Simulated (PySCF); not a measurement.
Compound: CH7BNP.
Bonds: C1–B2, B2–N3, B2–P4. Hydrogens: H5, H6, H7 on C1; H8, H9 on N3; H10, H11 on P4.

Torsions of this conformer, `[CH3:1][B:2]([NH2:3])[PH2:4]`: H–N3–B2–C1 -1°, H–N3–B2–C1 179°, H–P4–B2–C1 -52°, H–P4–B2–C1 -148°.

The closed-shell ground state was solved at several levels (PySCF, density fitting, gas phase, non-relativistic). Isolated species at its PBE0-D3(BJ)/def2-SVP geometry (one conformer only).

```
          level  basis functions  HOMO (eV)  LUMO (eV)  gap (eV)  dipole (D)
   PBE/pcSseg-2              249      -5.79      -0.73      5.06        2.34
B3LYP/def2-SVPD              140      -6.68      -0.20      6.48        2.22
```

Problem. What might PBE0/pcSseg-1 (110 basis functions) give for the same quantities?

Solution. HOMO -6.88 eV, LUMO 0.40 eV, gap 7.28 eV, dipole 2.52 D.

Problem. Over all these levels, which gives the widest orbital gap and which the narrowest?

Solution. PBE0/pcSseg-1 (global hybrid, 25 % exact exchange) has the widest, 7.28 eV, and PBE/pcSseg-2 (GGA) the narrowest, 5.06 eV. Functional and basis both differ between the two, so the spread mixes both effects.

Problem. How far do the dipole and the HOMO energy spread over the levels?

Solution. The dipole runs from 2.22 to 2.52 D (mean 2.36 D) and the HOMO from -6.88 to -5.79 eV.
